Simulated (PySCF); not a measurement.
## Distorted geometries of [La(H2O)]3+

[La(H2O)]3+ (singlet). PySCF 2.14.0, RKS r2SCAN, La def2-SVP with ECP46, O def2-SVP, H def2-SVP; non-relativistic Hamiltonian with scalar-relativistic core potentials where named; density fitting; no spin-orbit coupling. Relaxed geometry:

```xyz
4

La    0.0000    0.0000   -0.1584
O     0.0000    0.0000    2.1862
H     0.7775    0.0000    2.8133
H    -0.7775    0.0000    2.8133
```

Order these distorted geometries by energy above the relaxed one, lowest first.
A.
```xyz
4

La    0.0287    0.0053   -0.1316
O    -0.1166    0.2025    2.0815
H     0.8123   -0.1326    2.8307
H    -0.7244   -0.0752    2.8737
```
B.
```xyz
4

La    0.1482   -0.0850   -0.1802
O     0.0019   -0.0537    2.1674
H     0.7220    0.2607    2.8216
H    -0.8721   -0.1220    2.8456
```
C.
```xyz
4

La    0.0159   -0.0130   -0.2079
O    -0.0107    0.0284    2.2277
H     0.7696    0.0241    2.8199
H    -0.7748   -0.0395    2.8147
```

C (0.07 eV), B (0.23 eV), A (1.09 eV).

Which forces (eV/Å) act in the one that lies 0.23 eV up?


```
La  -0.03 -0.09  0.25
O   -1.78  0.50  2.19
H   -0.64 -0.45 -0.55
H    2.45  0.04 -1.90
```
Forces carry noise of the integration grid, about 0.01 to 0.03 eV/Å.

No frequency check is given that shows the relaxed geometry to be a minimum.
